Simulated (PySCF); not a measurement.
Correlation energy of W (tungsten, neutral)

[Xe] 4f14 5d5 6s1, high-spin 7S determinant (an excited configuration). All numbers are calculated (PySCF 2.14, scalar relativity by spin-free X2C-1e, in x2c-TZVPPall with one added diffuse shell each of s, p, d, f type (12s8p8d4f1g, 113 functions)). Frozen: [Xe] 4f14; 6 electrons correlated.

| level | correlation energy (mhartree) |
| --- | --- |
| CCSD | -79.74 |
| (T) | -2.40 |
| CCSD(T) | -82.14 |

Diagnostics: T1 = 0.0085, D1 = 0.0167, largest double amplitude 0.023.

Cost of the coupled-cluster step: roughly 19 core-seconds, for 6 correlated electrons.

Iterations:

```
CC2 = 0
CCSD nocc = (np.int64(6), np.int64(0)), nmo = (79, 79)
frozen orbitals [[0, 1, 2, 3, 4, 5, 6, 7, 8, 9, 10, 11, 12, 13, 14, 15, 16, 17, 18, 19, 20, 21, 22, 23, 24, 25, 26, 27, 28, 29, 30, 31, 32, 33], [0, 1, 2, 3, 4, 5, 6, 7, 8, 9, 10, 11, 12, 13, 14, 15, 16, 17, 18, 19, 20, 21, 22, 23, 24, 25, 26, 27, 28, 29, 30, 31, 32, 33]]
max_cycle = 100
direct = 0
conv_tol = 1e-08
conv_tol_normt = 1e-06
diis_space = 8
diis_start_cycle = 0
Init t2, MP2 energy = -0.0706871311276932
Init E_corr(UCCSD) = -0.0706871311556185
cycle = 1  E_corr(UCCSD) = -0.0778259358327608  dE = -0.00713880468  norm(t1,t2) = 0.0338147
cycle = 2  E_corr(UCCSD) = -0.0790242578325585  dE = -0.001198322  norm(t1,t2) = 0.0143474
cycle = 3  E_corr(UCCSD) = -0.0797748828960957  dE = -0.000750625064  norm(t1,t2) = 0.00722663
cycle = 4  E_corr(UCCSD) = -0.0797363167088943  dE = 3.85661872e-05  norm(t1,t2) = 0.00075898
cycle = 5  E_corr(UCCSD) = -0.0797411953355251  dE = -4.87862663e-06  norm(t1,t2) = 0.000143301
cycle = 6  E_corr(UCCSD) = -0.0797421081499049  dE = -9.1281438e-07  norm(t1,t2) = 3.65073e-05
cycle = 7  E_corr(UCCSD) = -0.0797420027880935  dE = 1.05361811e-07  norm(t1,t2) = 9.80168e-06
cycle = 8  E_corr(UCCSD) = -0.0797420444625033  dE = -4.16744097e-08  norm(t1,t2) = 1.87369e-06
cycle = 9  E_corr(UCCSD) = -0.0797420521378358  dE = -7.67533259e-09  norm(t1,t2) = 5.37135e-07
UCCSD converged
E(UCCSD) = -16138.33792349212  E_corr = -0.07974205213783585
UCCSD(T) correction = -0.002402252074911
```
